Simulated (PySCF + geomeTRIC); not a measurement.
Species: [In(H)3(CH3OH)] (charge 0, multiplicity 1).

**Question.** Give a relaxed geometry from PBE0-D4/def2-SVP (PySCF + geomeTRIC).

**Answer.** This is not unique; one that fits is the end point of this relaxation, one of several conformers.
Cartesian coordinates (Å) in one orientation:
```xyz
10

In     0.020     0.148     0.249
H      0.589     1.459    -0.751
H     -1.666     0.108     0.687
H      1.178    -0.820     1.107
C      0.604    -1.403    -2.649
O     -0.327    -1.341    -1.585
H      0.384    -2.252    -3.316
H      1.595    -1.560    -2.203
H      0.627    -0.468    -3.233
H     -1.223    -1.247    -1.930
```
